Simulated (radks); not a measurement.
Dispersion coefficients C6 (hartree bohr^6) between ground-configuration atoms and ions, from the Casimir-Polder integral (3/pi) of alpha_A(iw) alpha_B(iw). Method: non-relativistic Kohn-Sham, exchange-only LDA, spin-unpolarised, spherical densities, point nucleus; computed with a radial shooting solver on a logarithmic mesh with Libxc functionals. Response by self-consistent Sternheimer equations with the Hartree and adiabatic exchange-only LDA kernel. For heavy and open-shell atoms this level of theory can miss by tens of per cent.

| C6 | Cr | Cr+ | Cr2+ | Cr3+ | Cr4+ | Cr5+ | Cr6+ |
|---|---|---|---|---|---|---|---|
| Cr | 777.1 |  |  |  |  |  |  |
| Cr+ | 224.0 | 73.21 |  |  |  |  |  |
| Cr2+ | 84.54 | 31.72 | 15.62 |  |  |  |  |
| Cr3+ | 43.65 | 17.77 | 9.407 | 5.926 |  |  |  |
| Cr4+ | 28.07 | 11.91 | 6.538 | 4.220 | 3.047 |  |  |
| Cr5+ | 20.84 | 9.002 | 5.018 | 3.275 | 2.380 | 1.865 |  |
| Cr6+ | 16.97 | 7.368 | 4.125 | 2.700 | 1.966 | 1.542 | 1.275 |

Static polarisabilities (bohr^3): Cr ([Ar] 3d5 4s1) 87.64, Cr+ ([Ar] 3d5) 18.95, Cr2+ ([Ar] 3d4) 5.186, Cr3+ ([Ar] 3d3) 2.327, Cr4+ ([Ar] 3d2) 1.405, Cr5+ ([Ar] 3d1) 1.018, Cr6+ ([Ar]) 0.8237. The combination rule 2 Ca Cb / ((alpha_b/alpha_a) Ca + (alpha_a/alpha_b) Cb) gives 3.224 for Cr3+-Cr5+, against 3.275 from the integral.
